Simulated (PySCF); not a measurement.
System: sum formula SiNHBr3, net charge 0, doublet state. It need not be the lowest isomer of its formula. 
Geometry from a B3LYP-D3(BJ)/def2-TZVP (Ansatz) optimisation:
```
Si
N 1 1.7284
H 2 1.0240 1 112.65
Br 1 2.2021 2 109.28 3 167.02
Br 1 2.2183 2 105.91 3 -74.35
Br 1 2.2203 2 111.74 3 46.13
```
Charge 0, spin multiplicity 2.

Dispersion corrections to the total energy (kcal/mol) from the dftd3 and dftd4 libraries through PySCF: D3(BJ) without and D4 with the three-body term, each with the damping fitted for the functional named.

```csv
functional,D3(BJ),D4
r2SCAN,-1.67,-1.45
PBE0,-5.74,-5.84
TPSSh,(withheld),-8.22
revPBE,-13.47,-15.71
BHLYP,-10.73,(withheld)
BLYP,-14.29,(withheld)
B2GP-PLYP,-7.63,-2.96
```

Task: Some entries are withheld; supply them.

Result: 
- TPSSh, D3(BJ): -7.73
- BHLYP, D4: -10.43
- BLYP, D4: -14.37
